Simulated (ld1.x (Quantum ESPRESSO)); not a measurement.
# What one change does to a pseudopotential (Hg (Z = 80), TM)

Hg, norm-conserving Troullier–Martins (Kleinman–Bylander form), made with ld1.x (Quantum ESPRESSO) 7.5 (LDA (PZ), non-relativistic). Core [Kr] 4d10 4f14, reference 5s2 5p6 5d10 6s1.5 6p0.5. Waves: 5s (bound): rc 1.20 bohr; 5p (bound): rc 1.65 bohr; 5f channel at 0.15 Ry: rc 1.65 bohr; 5d (bound): rc 2.05 bohr. Local part: the d channel. Core correction: none.

Occupied shells without a wave of their own: 6p, 6s. They enter only through the test configuration that unscreens the potential.

All-electron outer shells of the reference configuration (LDA (PZ), non-relativistic, ld1.x):

```
shell  level (eV)  outermost node (bohr)  outermost maximum (bohr)
   4d     -355.13                   0.20                      0.40
   4f     -112.70                      –                      0.36
   5s      -94.01                   0.52                      0.91
   5p      -62.40                   0.53                      0.97
   5d      -13.14                   0.55                      1.15
   6s       -6.15                   1.20                      2.50
   6p       -1.93                   1.33                      3.30
```

Change: wave 5s (bound): rc 1.20 bohr becomes 5s (bound): rc 1.40 bohr.

Cutoffs: the cutoffs (Ry, on a coarse ladder) from which the occupation-weighted sum of valence levels, in a spherical-Bessel basis at the reference potential, stays within 10 and 1 mRy of its value at 400 Ry; they do not see the model core or the augmentation charge, which bear on the density cutoff. Errors are all-electron minus pseudo energies relative to the spin-unpolarised reference configuration.

Question: What does the change do?

Answer: The potential gets softer (110 Ry and 180 Ry → 80 Ry and 140 Ry); of the 9 tests that both files solve, the error grows in 6 and shrinks in 2 by more than 15 % and 0.3 meV (median size 42.1 → 121.0 meV); the range in which the s phases agree narrows (upper end at the end of the scan → -0.4); neither file shows a bound ghost. A larger radius leaves more room for a smooth pseudo-wave, so fewer plane waves are needed.

```csv
quantity,base,changed
"cutoff, loose",110 Ry,80 Ry
"cutoff, tight",180 Ry,140 Ry
loose cutoff by channel (10 mRy a level),"s 100 Ry, p 25 Ry, d 40 Ry","s 70 Ry, p 25 Ry, d 40 Ry"
bound ghosts,none,none
"largest miss of a reference level, eV",0.04,0.14
"error for 5s2 5p6 5d10 6s2 6p0, meV [ΔE -2.08 eV]",-38,+52
"error for 5s2 5p6 5d10 6s1 6p0, meV [ΔE 6.94 eV]",-5.8,-121
"error for 5s2 5p6 5d10 6s0 6p0, meV [ΔE 23.32 eV]",+44,-394
"error for 5s2 5p5 5d10 6s2 6p0, meV [ΔE 66.22 eV]",-114,+56
"error for 5s2 5p6 5d9 6s0 6p0, meV [ΔE 60.06 eV]",+42,-582
"error for 5s1 5p6 5d10 6s2 6p0, meV [ΔE 98.14 eV]",-77,+48
"error for 5s2 5p6 5d10 6s0 6p2, meV [ΔE 6.61 eV]",+143,-169
"error for 5s2 5p6 5d10 6s1.5 6p0.5 (spin-polarised), meV [ΔE -0.11 eV]",+0.4,+0.2
"error for 5s2 5p6 5d10 6s1 6p0 (spin-polarised), meV [ΔE 6.77 eV]",-5.4,-122
s: phases at 2.25 bohr within 0.05 rad from the reference energy up to (Ry; the scan ends near 5),to the end of the scan,-0.4
p: phases at 2.25 bohr within 0.05 rad from the reference energy up to (Ry; the scan ends near 5),0.5,0.5
d: phases at 2.25 bohr within 0.05 rad from the reference energy up to (Ry; the scan ends near 5),to the end of the scan,to the end of the scan
f: phases at 2.25 bohr within 0.05 rad from the reference energy up to (Ry; the scan ends near 5),n/a,n/a
```

Changed file: The 6p, 6s levels have no wave, so the channel is fitted at the deeper level alone: the likely source of the large errors.
